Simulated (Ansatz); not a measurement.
A made-up structure of CH₄OZn, singlet:

```xyz
7
angstrom
O -1.2416 -0.0449 -0.6351
C -0.1439 0.4406 0.1396
Zn 1.2205 -0.9742 0.1376
H -1.9278 0.6273 -0.6537
H -0.4551 0.6742 1.1677
H 1.7823 0.3437 0.6748
H 2.2847 -2.0921 0.1292
```

It is relaxed with PBE-D4/def2-SVP and then PBE0-D4/def2-TZVP (Ansatz 0.2.0). Atoms count as bonded within 1.22 times the sum of their covalent radii (H–H: 0.88 Å). The end point is not checked to be a true minimum.

Question: Does its bonding change? (A judgement: the text doesn't fix the answer.)

Answer: The calculation gives: Yes. Formed: C2–H6; broken: Zn3–H6.

Where it ends: The first stage lowers the energy by 4.87 eV in 16 steps. It ends as CH₄OZn ([OH][CH2][ZnH]):
```xyz
7
angstrom
O -0.9081 0.0456 -0.6652
C 0.0897 0.2791 0.3305
Zn 1.3162 -1.2558 0.2731
H -1.5256 0.7816 -0.6629
H -0.3594 0.3761 1.3291
H 0.6338 1.2145 0.1372
H 2.2724 -2.4664 0.2183
```

Labels in which every atom is bracketed show which atoms are joined, not bond orders.

For scale, one of the runs: PBE0-D4/def2-TZVP relaxation, 134 basis functions, launched by `ansatz run in.yaml --threads 2 --pin off --events-out ev --progress --plain --max-ram 4352MiB`. Hardware: 2 CPU threads of an Arm Neoverse V2, shared host. Wall time about 13 s.
